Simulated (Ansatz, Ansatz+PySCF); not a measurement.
| atom | x (Å) | y (Å) | z (Å) |
| --- | --- | --- | --- |
| Be | 0.0000 | 0.0000 | -0.2581 |
| H | 0.0000 | 0.0000 | 1.0325 |

Basis set: 6-31G (spherical functions). All electrons are correlated. Correlation on ROHF uses semicanonical orbitals with singles. Charge 0, multiplicity 2.

Computed with Ansatz (development build ahead of 0.2.0); each method stands on the lowest determinant of its kind that the runs found.

The atomization energy at this shape (free ground-state atoms in the same class of orbitals less the molecule, no zero-point energy) of doublet BeH:

```tsv
method	atomization energy
PBE0 (unrestricted)	224.7 kJ/mol
ROHF-CCSD(T)	143.8 kJ/mol
UHF-MP2	190.6 kJ/mol
UHF	200.2 kJ/mol
```

**Question.** What does ROHF-MP2 give?

**Answer.** 180.3 kJ/mol. Caution for UHF: a free atom is spin contaminated.

This basis has no polarisation functions and is too small for such energies, which can lie far from measured ones in either direction.
